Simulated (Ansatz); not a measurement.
Relaxation of C₂H₇AlOSi (12 atoms, charge 0, multiplicity 1), to a largest force component of 0.02 eV/Å in at most 40 steps.

Level of theory: Ansatz, RKS PBE0-D4/STO-3G.

```xyz
12
Properties=species:S:1:pos:R:3
C -1.456 0.455 1.671
Al 0.150 0.191 0.603
C 0.817 0.893 -1.161
O 1.302 -0.251 -1.872
Si 0.889 -1.509 -0.742
H -1.510 1.554 2.046
H -1.512 -0.212 2.512
H -2.350 0.360 1.001
H 0.062 1.460 -1.654
H 1.735 1.546 -0.964
H 2.109 -2.149 -0.229
H -0.157 -2.394 -1.178
```

Question: Where does it end, and by what steps?

Answer: It converged. The force dipped under the threshold on the way, but the program's further checks kept it going. Limits of this set-up: minimal basis. After 12 steps the energy has fallen by 1.080 eV; H12 moved furthest, 0.59 Å.

```
step  energy less start (eV)  largest force component (eV/Å)  accepted
   0                  0.0000                           3.571       yes
   1                 -0.9329                           1.276       yes
   2                 -1.0167                           0.474       yes
   3                 -1.0425                           0.440       yes
   4                 -1.0346                           1.089        no
   5                 -1.0680                           0.238       yes
   6                 -1.0712                           0.514       yes
   7                 -1.0793                           0.036       yes
   8                 -1.0796                           0.037       yes
   9                 -1.0798                           0.030       yes
  10                 -1.0798                           0.013       yes
  11                 -1.0799                           0.016       yes
  12                 -1.0800                           0.018       yes
```

```xyz
12
Properties=species:S:1:pos:R:3
C -1.471 0.566 1.686
Al -0.213 0.063 0.343
C 0.751 0.933 -1.090
O 1.295 -0.265 -1.787
Si 0.870 -1.611 -0.721
H -1.314 1.591 2.034
H -1.432 -0.089 2.562
H -2.494 0.515 1.297
H 0.164 1.536 -1.814
H 1.587 1.595 -0.775
H 2.081 -2.222 -0.192
H 0.253 -2.667 -1.509
```

Run time: 65 s on 1 thread of Arm Neoverse N1, with other jobs on the host, peak memory 0.15 GiB.
